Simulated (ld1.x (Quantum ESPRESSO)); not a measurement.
## What the settings do to the TM semilocal potential of As

Base potential:

As, norm-conserving Troullier–Martins (semilocal form), made with ld1.x (Quantum ESPRESSO) 7.5 (PBE, scalar-relativistic). Core [Ar] 3d10, reference 4s2 4p2 (charge +1). Waves: 4s (bound): rc 1.50 bohr; 4p (bound): rc 1.80 bohr; 4d channel at 0.2 Ry: rc 1.75 bohr. Local part: the d channel. Core correction: Bessel-smoothed model core, default radius (core density twice the valence density).

Cutoffs, loose and tight: the cutoffs (Ry, on a coarse ladder) from which the occupation-weighted sum of valence levels, in a spherical-Bessel basis at the reference potential, stays within 10 and 1 mRy of its value at 400 Ry. They do not see the model core or the augmentation charge, which bear on the density cutoff. Test errors are all-electron minus pseudo excitation energies from the reference, over the configurations 4s2 4p3; 4s2 4p1; 4s2 4p0; 4s2 4p2.5; 4s1 4p4; 4s0 4p5; 4s1 4p0. A dash means not determined; rows that change the core or the reference have their own tests.

A true bound ghost makes a file unfit for plane-wave use even where its test errors are small: the radial tests pick states by their node count and pass the ghost by.

In the semilocal form every listed channel keeps its own potential, so the choice of the local channel does not act on these tests. It acts once the file is put into the separable form.

A semilocal file is local in each channel, so a ghost entry of none says nothing of the separable form that plane-wave codes build from it.

The default core radius of the base comes out at 1.26 bohr.

```csv
change,outcome,"cutoff, loose","cutoff, tight",bound ghosts,largest test error (meV)
base,generated,35 Ry,50 Ry,none,-283
local potential the s channel,generated,35 Ry,50 Ry,none,-283
core correction Bessel-smoothed model core inside 0.78 bohr,generated,35 Ry,50 Ry,none,-289
reference 4s2 4p3,generated,35 Ry,50 Ry,none,-340
wave 4p (bound): rc 1.80 bohr becomes 4p (bound): rc 1.22 bohr,generated,90 Ry,180 Ry,none,-326
"form changed from semilocal to separable (Kleinman–Bylander), still TM; local potential the p channel",generated,35 Ry,50 Ry,d,-329
wave 4s (bound): rc 1.50 bohr becomes 4s (bound): rc 2.10 bohr,generated,21 Ry,35 Ry,none,-281
wave 4d channel at 0.2 Ry: rc 1.75 bohr becomes 4d channel at -0.19 Ry: rc 1.75 bohr,generated,35 Ry,50 Ry,none,-283
wave 4d channel at 0.2 Ry: rc 1.75 bohr becomes 4d channel at 0.2 Ry: rc 1.68 bohr,generated,35 Ry,50 Ry,none,-283
"all radii but the core radius scaled by about 1.36 (s 2.04, p 2.46, d 2.38 bohr)",generated,25 Ry,40 Ry,none,-358
wave 4d channel at 0.2 Ry: rc 1.75 bohr becomes 4d channel at 1.11 Ry: rc 1.75 bohr,generated,35 Ry,50 Ry,none,-283
```

Task: What comes out with this change to the base: type ultrasoft, which also changes the form from semilocal to separable; waves now 4s (bound): rcut 1.30, rcutus 1.50 bohr; 4s channel at 2.05 Ry: rcut 1.30, rcutus 1.50 bohr; 4p (bound): rcut 1.55, rcutus 1.80 bohr; 4p channel at 0.95 Ry: rcut 1.55, rcutus 1.80 bohr; 4d channel at 0.2 Ry: rcut 1.50, rcutus 1.75 bohr; local potential all-electron potential smoothed inside 1.75 bohr (lloc = -1); augmentation built from norm-conserving waves at rcut, not smoothed further?

Result: outcome: generated; cutoff, loose: 18 Ry; cutoff, tight: 30 Ry; bound ghosts: none; largest test error (meV): -314.

Task: What comes out with this change to the base: non-relativistic?

Result: outcome: generated; cutoff, loose: 35 Ry; cutoff, tight: 50 Ry; bound ghosts: none; largest test error (meV): -239.
